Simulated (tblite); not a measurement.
C7H9NS.
SMILES with atom numbers: `[CH3:1][C@:2]1([CH2:3][C:4]#[N:5])[CH2:6][CH2:7][C:8]1=[S:9]` (hydrogens: H10, H11, H12 on C1; H13, H14 on C3; H15, H16 on C6; H17, H18 on C7)

Computed with GFN2-xTB (tblite), gas phase: L-BFGS steps from a force-field or distance-geometry start until the largest atomic force falls under 0.01 eV/Å.

Step 60: E = -698.7513 eV
```
atom  x, y, z in Å  |  force x, y, z in eV/Å
C1     -1.0152   -0.4634   -1.2282    0.001  -0.024  -0.022
C2     -0.1293   -0.1325   -0.0321    0.003  -0.030   0.001
C3     -0.9800    0.1225    1.2231    0.007  -0.010  -0.010
C4     -1.9334    1.1835    1.0251    0.056  -0.036   0.015
N5     -2.6896    2.0263    0.8708    0.002   0.033  -0.028
C6      0.9901    0.8972   -0.3228    0.013   0.001   0.040
C7      2.0504   -0.2000   -0.1172    0.000   0.004  -0.009
C8      0.9519   -1.1658    0.1992    0.035  -0.005  -0.034
S9      0.9177   -2.7156    0.6252   -0.032  -0.023   0.029
H10    -1.6359    0.3938   -1.4834   -0.006  -0.026   0.013
H11    -1.6555   -1.3122   -0.9966   -0.015   0.010  -0.002
H12    -0.4039   -0.7267   -2.0892   -0.006   0.029  -0.002
H13    -0.3384    0.3818    2.0717   -0.012  -0.005  -0.027
H14    -1.5262   -0.7933    1.4722    0.018   0.007   0.005
H15     1.0456    1.7095    0.3971   -0.013   0.036  -0.010
H16     0.9621    1.3064   -1.3289   -0.031   0.041   0.011
H17     2.6320   -0.4611   -1.0023   -0.025  -0.015   0.026
H18     2.7488   -0.0440    0.7049    0.005   0.013   0.004
```

Step 61: E = -698.7518 eV
```
atom  x, y, z in Å  |  force x, y, z in eV/Å
C1     -1.0154   -0.4646   -1.2265   -0.003  -0.014  -0.022
C2     -0.1288   -0.1332   -0.0317    0.006  -0.024   0.002
C3     -0.9793    0.1228    1.2230    0.003  -0.015  -0.012
C4     -1.9319    1.1844    1.0226    0.045  -0.021   0.016
N5     -2.6875    2.0273    0.8656    0.013   0.021  -0.024
C6      0.9898    0.8967   -0.3222    0.021   0.011   0.027
C7      2.0510   -0.1991   -0.1160   -0.002  -0.022  -0.019
C8      0.9528   -1.1660    0.1984    0.029  -0.012  -0.021
S9      0.9158   -2.7168    0.6207   -0.023  -0.021   0.028
H10    -1.6409    0.3908   -1.4759   -0.008  -0.020   0.003
H11    -1.6523   -1.3159   -0.9950   -0.008   0.003  -0.011
H12    -0.4046   -0.7208   -2.0900   -0.016   0.021   0.002
H13    -0.3375    0.3821    2.0714   -0.018  -0.009  -0.024
H14    -1.5274   -0.7923    1.4703    0.022   0.008   0.015
H15     1.0452    1.7100    0.3956   -0.015   0.048   0.017
H16     0.9602    1.3070   -1.3275   -0.023   0.033  -0.006
H17     2.6326   -0.4614   -1.0008   -0.023  -0.008   0.024
H18     2.7494   -0.0447    0.7063    0.001   0.021   0.004
```

Step 62: E = -698.7523 eV
```
atom  x, y, z in Å  |  force x, y, z in eV/Å
C1     -1.0155   -0.4663   -1.2247   -0.009   0.002  -0.014
C2     -0.1277   -0.1349   -0.0310    0.008  -0.009  -0.005
C3     -0.9787    0.1230    1.2226    0.001  -0.017  -0.013
C4     -1.9295    1.1854    1.0199    0.026  -0.002   0.008
N5     -2.6843    2.0286    0.8591    0.029   0.005  -0.017
C6      0.9897    0.8962   -0.3210    0.014   0.018   0.002
C7      2.0518   -0.1984   -0.1151   -0.001  -0.031  -0.008
C8      0.9544   -1.1670    0.1971    0.008  -0.019   0.003
S9      0.9118   -2.7188    0.6167   -0.007  -0.009   0.023
H10    -1.6461    0.3868   -1.4669   -0.014  -0.005  -0.010
H11    -1.6489   -1.3203   -0.9938    0.002  -0.010  -0.019
H12    -0.4057   -0.7136   -2.0911   -0.019   0.006  -0.003
H13    -0.3371    0.3826    2.0704   -0.015  -0.012  -0.010
H14    -1.5286   -0.7911    1.4691    0.021   0.003   0.025
H15     1.0439    1.7108    0.3947   -0.012   0.049   0.042
H16     0.9575    1.3087   -1.3257   -0.012   0.017  -0.011
H17     2.6333   -0.4612   -0.9989   -0.011  -0.006   0.001
H18     2.7509   -0.0442    0.7069   -0.009   0.022   0.005
```

Step 63: E = -698.7527 eV
```
atom  x, y, z in Å  |  force x, y, z in eV/Å
C1     -1.0154   -0.4674   -1.2239   -0.012   0.011  -0.006
C2     -0.1269   -0.1362   -0.0306    0.005   0.002  -0.012
C3     -0.9784    0.1226    1.2223    0.004  -0.014  -0.011
C4     -1.9276    1.1860    1.0184    0.009   0.010  -0.002
N5     -2.6818    2.0295    0.8554    0.039  -0.003  -0.013
C6      0.9898    0.8963   -0.3200    0.002   0.018  -0.007
C7      2.0522   -0.1985   -0.1149   -0.002  -0.022   0.001
C8      0.9556   -1.1681    0.1963   -0.010  -0.015   0.018
S9      0.9088   -2.7202    0.6153    0.006  -0.001   0.018
H10    -1.6490    0.3842   -1.4623   -0.018   0.005  -0.014
H11    -1.6471   -1.3230   -0.9942    0.010  -0.017  -0.019
H12    -0.4063   -0.7095   -2.0919   -0.016  -0.004  -0.008
H13    -0.3375    0.3829    2.0699   -0.006  -0.012   0.001
H14    -1.5293   -0.7901    1.4697    0.017  -0.007   0.025
H15     1.0426    1.7118    0.3953   -0.008   0.033   0.041
H16     0.9562    1.3101   -1.3245   -0.006   0.006  -0.005
H17     2.6335   -0.4610   -0.9983   -0.002  -0.007  -0.016
H18     2.7518   -0.0431    0.7064   -0.011   0.016   0.009
```

Task: Estimate the geometry and energy of step 64. (The exact step hangs on the optimiser's Hessian estimate; all steps are aligned on step 63, rigid shifts and turns removed.)

Result: E = -698.7530 eV, largest force 0.038 eV/Å
```
atom  x, y, z in Å  |  force x, y, z in eV/Å
C1     -1.0153   -0.4684   -1.2237   -0.014   0.015   0.001
C2     -0.1262   -0.1373   -0.0304   -0.002   0.012  -0.015
C3     -0.9780    0.1220    1.2220    0.005  -0.008  -0.004
C4     -1.9255    1.1864    1.0170    0.001   0.009  -0.006
N5     -2.6790    2.0303    0.8522    0.036   0.002  -0.012
C6      0.9899    0.8968   -0.3188   -0.010   0.009  -0.010
C7      2.0523   -0.1988   -0.1152   -0.002  -0.004   0.016
C8      0.9565   -1.1691    0.1960   -0.026  -0.005   0.023
S9      0.9063   -2.7211    0.6150    0.016   0.004   0.015
H10    -1.6511    0.3819   -1.4595   -0.019   0.014  -0.016
H11    -1.6457   -1.3252   -0.9954    0.016  -0.020  -0.016
H12    -0.4068   -0.7068   -2.0928   -0.011  -0.009  -0.014
H13    -0.3381    0.3829    2.0697    0.007  -0.010   0.008
H14    -1.5298   -0.7893    1.4714    0.013  -0.017   0.017
H15     1.0415    1.7128    0.3973   -0.004   0.008   0.027
H16     0.9552    1.3117   -1.3231   -0.003   0.002   0.004
H17     2.6326   -0.4608   -0.9989    0.007  -0.007  -0.027
H18     2.7523   -0.0417    0.7055   -0.009   0.007   0.009
```

The energy changes by -0.0003 eV. The first-order estimate −F·Δx gives -0.0004 eV and the mean of the old and new forces, exact on a quadratic surface, -0.0003 eV. The step makes an angle of 66° with the force vector and moves no atom by more than 0.004 Å.

The cost below is that of the whole relaxation. The run took 1.3 s wall on one thread of an Arm Neoverse N1, shared host.
